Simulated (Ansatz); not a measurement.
Other settings, tried on Ga₅P₄H₁₆⁻, a cluster cut from zinc blende GaP (hydrogen-capped).

```yaml
crystal:
  periodic: [false, false, false]
  atoms:
    - {symbol: Ga, position_ang: [0.227956, -2.952603, -0.110799]}
    - {symbol: Ga, position_ang: [0.223924, -0.112111, -2.950672]}
    - {symbol: Ga, position_ang: [-2.591407, -0.006115, -0.001069]}
    - {symbol: Ga, position_ang: [0.220770, 0.109519, 2.952166]}
    - {symbol: Ga, position_ang: [0.212640, 2.952367, 0.114003]}
    - {symbol: P, position_ang: [-1.034574, -1.312664, -1.309303]}
    - {symbol: P, position_ang: [1.337301, -1.486278, 1.488093]}
    - {symbol: P, position_ang: [1.327954, 1.495639, -1.489623]}
    - {symbol: P, position_ang: [-1.042245, 1.305620, 1.310801]}
    - {symbol: H, position_ang: [1.366685, -3.609532, -1.006847]}
    - {symbol: H, position_ang: [-0.714901, -3.871167, 0.779355]}
    - {symbol: H, position_ang: [1.366398, -1.004570, -3.606013]}
    - {symbol: H, position_ang: [-0.722582, 0.772584, -3.870753]}
    - {symbol: H, position_ang: [-3.385658, -0.982421, 0.972033]}
    - {symbol: H, position_ang: [-3.386323, 0.967574, -0.976284]}
    - {symbol: H, position_ang: [-0.721646, -0.783411, 3.868478]}
    - {symbol: H, position_ang: [1.355881, 1.008162, 3.611793]}
    - {symbol: H, position_ang: [-0.735356, 3.867857, -0.773825]}
    - {symbol: H, position_ang: [1.349361, 3.613128, 1.009793]}
    - {symbol: H, position_ang: [-1.881079, -2.132682, -2.128481]}
    - {symbol: H, position_ang: [2.170666, -2.309834, 2.313434]}
    - {symbol: H, position_ang: [2.400012, -0.805793, 0.810726]}
    - {symbol: H, position_ang: [2.147729, 2.328418, -2.319259]}
    - {symbol: H, position_ang: [2.401924, 0.827483, -0.817693]}
    - {symbol: H, position_ang: [-1.893431, 2.120829, 2.129945]}
basis:
  gaussian: {orbitals: STO-3G}
total_charge: -1
hamiltonian: {xc: {name: CAM-B3LYP}, dispersion: d3bj}
```

```sh
$ ansatz run in.yaml --threads 2 --pin off --events-out ev --progress --plain --max-ram 32768MiB --backend cuda --devices 0, --max-vram 18GiB
```

It prints (some lines left out):

```
Functional definition: CAM-B3LYP
1527 factors; integrals over basis functions are off by at most 5.1e-5 eV
565 factors; integrals over basis functions are off by at most 1.6e-6 eV
mean field evaluation 1: about -293038.3783 eV, gradient 1.2e3 eV
mean field evaluation 2: about -295002.5405 eV, gradient 2.0e2 eV
mean field evaluation 4: about -292776.6829 eV, gradient 4.2e2 eV
mean field evaluation 8: about -295774.9701 eV, gradient 8.3e1 eV
mean field evaluation 16: about -295800.7769 eV, gradient 6.6e1 eV
mean field -295815.92553189 eV, -10871.0347520609 hartree, gradient 1.8e-5 eV, S^2 0.000000; 0 other end points of the search recorded, 0 dependent functions left out
reference -295815.92569449 eV, -10871.0347580363 hartree; 116, 116 occupied and 26, 26 virtual orbitals, 1527 factors
Total energy: -295817.15748746 eV, -10871.0800255931 hartree
```

Hardware: 2 threads of AMD EPYC 7R13 on a shared host and a share (18 GiB) of an NVIDIA H100 80GB HBM3. Wall time 9.5 s, peak host memory 0.82 GiB.

The highest occupied level of an anion often lies above zero with these methods, and sets without diffuse functions describe the outer electron poorly.
